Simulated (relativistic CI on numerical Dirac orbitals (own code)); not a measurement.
A reference radial Dirac CI calculation of Eu³⁺ gave the lowest total energy -10829.09710 Ha in 14 SCF steps, from this input:

```
atom Eu  Z=63  charge=3  electrons=60
nucleus A=153  rms_radius_fm=5.1115
hamiltonian dirac-coulomb  breit=on  qed=on  c_scale=1
orbitals kli  potential=per-configuration
slater_scale 1
correlation none
mixing on
grid step=0.0125 r_max=50.3
scf mixing=0.4 start=green max_iterations=150 tolerance=2e-08 node_fill=0.05
configurations
  [Xe] 4f6
end
```

One setting was then changed, and the output read:

```
SCF 1: [Xe] 4f6
 iter      energy (Ha)   residual   last orbital (Ha)
    1    -10498.737627   2.27e+00     -3.33480
    2    -10517.492470   6.31e-01     -2.38612
    3    -10518.885351   1.92e-01     -2.19090
    4    -10519.002683   1.22e-01     -2.19142
    5    -10519.047609   7.32e-03     -2.18300
    6    -10519.048379   6.14e-03     -2.19271
    7    -10519.046848   1.25e-03     -2.19777
    8    -10519.046931   7.80e-04     -2.19778
    9    -10519.047080   3.40e-05     -2.19789
   10    -10519.047074   1.43e-06     -2.19791
   11    -10519.047074   3.94e-07     -2.19791
   12    -10519.047074   3.82e-08     -2.19791
   13    -10519.047074   4.04e-09     -2.19791
orbital energies (Ha): 4p3/2 -10.6620  4d3/2 -6.6152  4d5/2 -6.5676  5s -2.8694  5p1/2 -2.2317  5p3/2 -2.1979  4f5/2 -1.7140  4f7/2 -1.7073
configuration averages (Ha): Dirac-Coulomb, Breit, QED
  4f6                         -10519.047074    2.346146    4.328617
levels: no., configuration, term, J, E (cm-1), weight
   1 4f6                    7F   0                0.0  1.00
   2 4f6                    7F   1               66.3  1.00
   3 4f6                    7F   2              197.1  1.00
   4 4f6                    7F   3              388.9  1.00
   5 4f6                    7F   4              637.0  1.00
   6 4f6                    7F   5              936.5  1.00
   7 4f6                    7F   6             1282.2  1.00
   8 4f6                    5D   0            23058.4  0.99
   9 4f6                    5D   1            23357.7  0.99
  10 4f6                    5D   2            23931.2  1.00
  11 4f6                    5D   3            24745.6  1.00
  12 4f6                    5D   4            25769.5  1.00
  13 4f6                    5L   6            27658.5  1.00
  14 4f6                    5L   7            27833.8  1.00
lowest total energy -10512.715312 Ha
end: converged
```

(1) Which setting was changed?
A. charge
B. speed of light
C. SCF mixing
D. Slater scale

## Answers

(1) B. The speed of light × 2.
